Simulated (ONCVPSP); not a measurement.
## What one change does to a pseudopotential (cerium, ONCV)

cerium, optimised norm-conserving Vanderbilt (ONCV), made with ONCVPSP 4.0.1 (PBE, scalar-relativistic). Core [Kr] 4d10, reference 4f1 5s2 5p6 5d1 6s2. Waves: 5s+6s: rc 2.05 bohr, ncon 4, nbas 8, qcut 4.7 1/bohr, 2 projectors; 5p: rc 2.10 bohr, ncon 5, nbas 8, qcut 5.8 1/bohr, 2 projectors, debl 2.6 Ha; 5d: rc 2.55 bohr, ncon 4, nbas 7, qcut 4 1/bohr, 2 projectors, debl 0.4 Ha; 4f: rc 1.55 bohr, ncon 4, nbas 8, qcut 10.9 1/bohr, 3 projectors, debl 3.4 Ha. Local part: polynomial inside 1.40 bohr (lpopt 5, dvloc0 3 Ha). Core correction: none.

Change: f: rc 1.9.

Cutoffs: the cutoffs (Ha) at which the residual kinetic energy of the hardest occupied pseudo-wave falls to 1 and 0.1 mHa per electron; they do not see the model core or the augmentation charge, which bear on the density cutoff. Errors are all-electron minus pseudo energies relative to the spin-unpolarised reference configuration.

Question: What does the change do?

Answer: The potential gets softer (50 Ha and 56 Ha → 42 Ha and 47 Ha); the errors of the 3 common tests hardly move; neither file shows a bound ghost. A larger radius leaves more room for a smooth pseudo-wave, so fewer plane waves are needed.

| quantity | base | changed |
| --- | --- | --- |
| cutoff, loose | 50 Ha | 42 Ha |
| cutoff, tight | 56 Ha | 47 Ha |
| loose cutoff by channel | s 9.8 Ha, p 14 Ha, d 6.2 Ha, f 50 Ha | s 9.8 Ha, p 14 Ha, d 6.2 Ha, f 42 Ha |
| bound ghosts | none | none |
| GHOST(+) flags under 300 eV | s at 67.7 eV | s at 67.7 eV |
| tests counted as reliable (solved cleanly; for ONCVPSP, near-neutral configurations with less than one 5d electron left out) | 3 of 4 | 3 of 4 |
| error for 4f1 5s2 5p6 5d1 6s1, meV [ΔE 6.07 eV] | -1.5 | -1.5 |
| error for 4f1 5s2 5p6 5d1 6s0, meV [ΔE 17.15 eV] | -5.1 | -5.0 |
| error for 4f1 5s2 5p6 5d0 6s0, meV [ΔE 36.33 eV] | -2.5 | -2.5 |
| s: phases at 2.08 bohr within 0.05 rad from the reference energy up to (Ha; the scan ends near 5) | 1.5 | 1.5 |
| p: phases at 2.13 bohr within 0.05 rad from the reference energy up to (Ha; the scan ends near 5) | to the end of the scan | to the end of the scan |
| d: phases at 2.58 bohr within 0.05 rad from the reference energy up to (Ha; the scan ends near 5) | 2.0 | 2.0 |

Base: Tests not counted: 4f2 5s2 5p6 5d0 6s1 (all-electron energy unsafe for a near-neutral lanthanide with less than one 5d electron, printed error +149 meV). Changed file: Tests not counted: 4f2 5s2 5p6 5d0 6s1 (all-electron energy unsafe for a near-neutral lanthanide with less than one 5d electron, printed error +297 meV).
